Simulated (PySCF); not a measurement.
PySCF 2.14 output of an unrestricted PBE calculation on a single atom or ion in aug-cc-pVQZ-DK (8s7p5d3f2g, 93 functions), with scalar relativity by spin-free X2C-1e:

```
SCF conv_tol = 1e-09
number electrons alpha = 19  beta = 15
    J. P. Perdew, K. Burke, and M. Ernzerhof.,  Phys. Rev. Lett. 77, 3865 (1996)
    J. P. Perdew, K. Burke, and M. Ernzerhof.,  Phys. Rev. Lett. 78, 1396 (1997)
    J. P. Perdew, K. Burke, and M. Ernzerhof.,  Phys. Rev. Lett. 77, 3865 (1996)
    J. P. Perdew, K. Burke, and M. Ernzerhof.,  Phys. Rev. Lett. 78, 1396 (1997)
cycle= 1 E= -2429.20104916888  delta_E= -0.00885  |g|= 0.156  |ddm|= 0.998
cycle= 2 E= -2429.20145126112  delta_E= -0.000402  |g|= 0.138  |ddm|= 0.691
cycle= 3 E= -2429.20367128779  delta_E= -0.00222  |g|= 0.00537  |ddm|= 0.36
cycle= 4 E= -2429.2036833423  delta_E= -1.21e-05  |g|= 0.000118  |ddm|= 0.0246
cycle= 5 E= -2429.20368335363  delta_E= -1.13e-08  |g|= 8.29e-06  |ddm|= 0.000582
cycle= 6 E= -2429.20368335367  delta_E= -3.87e-11  |g|= 9.19e-07  |ddm|= 2.62e-05
converged SCF energy = -2429.20368335367  <S^2> = 6.0005208  2S+1 = 5.0002083
```

The run itself started from symmetry-adapted Hartree-Fock orbitals and held the occupation by maximum overlap, on a logarithmic radial grid, so the iterations belong to that start.

Q: Which element, charge and spin multiplicity is this?

A: Se (selenium, neutral), multiplicity 5; the state was [Ar] 3d10 4s2 4p3 4d1, high-spin 5D determinant (an excited configuration).

The outer electron is Rydberg-like, and this basis confines it to a smaller radius and binds it less than a complete one would. At PBE the highest occupied level has a positive energy, so only the finite basis holds that electron; for this excited configuration the basis is too tight for the outer shell.
